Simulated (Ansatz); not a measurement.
`[CH3][Al]([CH3])[F]` + H₂O → `[CH3][Al-]([CH3])([OH2+])[F]` at 500 K and 1 bar (adduct formation).

Gas-phase electronic energies from Ansatz, PBE0-D4/def2-TZVP geometries. CCSD(T)/CBS adds triple-zeta CCSD(T) − MP2 to the extrapolated MP2 energy (def2 sets, frozen cores). This one scheme is used for every species. Each species was taken in one conformer, which may not be the lowest.

| species | CCSD(T)/CBS energy (Eh) | H − E (kJ/mol) | S (J/(mol·K)) |
| --- | --- | --- | --- |
| `[CH3][Al]([CH3])[F]` | -421.62460 | 237.8 | 423.0 |
| H₂O | -76.37941 | 73.2 | 206.3 |
| `[CH3][Al-]([CH3])([OH2+])[F]` | -498.03698 | 320.3 | 473.3 |

H − E and S are ideal-gas, rigid-rotor, harmonic terms from PBE0-D4/def2-TZVP, for one conformer and one mirror image of each species. 1 Eh = 2625.50 kJ/mol, R = 8.31446 J/(mol·K).

By hand: ΔE, ΔH, ΔS and ΔG.

ΔE = (-498.03698) − (-421.62460) − (-76.37941) = -0.03297 Eh = -86.6 kJ/mol. Δ(H − E) = 320.3 − 237.8 − 73.2 = 9.3, so ΔH = -77.3 kJ/mol. ΔS = 473.3 − 423.0 − 206.3 = -156.0 J/(mol·K). ΔG = -77.3 − 500 × (-156.0)/1000 = 0.7 kJ/mol.

By hand: the equilibrium constant, and the temperature at which ΔG would vanish if ΔH and ΔS stayed fixed.

log₁₀ K = −ΔG/(RT ln 10) = -0.1. ΔG = 0 at ΔH/ΔS = 496 K.

The number of gas molecules changes by -1, which sets the sign of ΔS. The sign of ΔG lies within the doubt. A doubt of 5 kJ/mol in ΔE shifts log₁₀ K by 0.5 here. Other conformers and mirror images would add mixing entropy, several J/(mol·K) or more a flexible species. Modes under 60 cm⁻¹, often nearly free rotors, make the harmonic entropy too high. These are equilibria of isolated gas molecules and say nothing of rates. Largest T1 diagnostic: 0.011 (customary marks: 0.02 for closed shells, 0.045 for open ones).
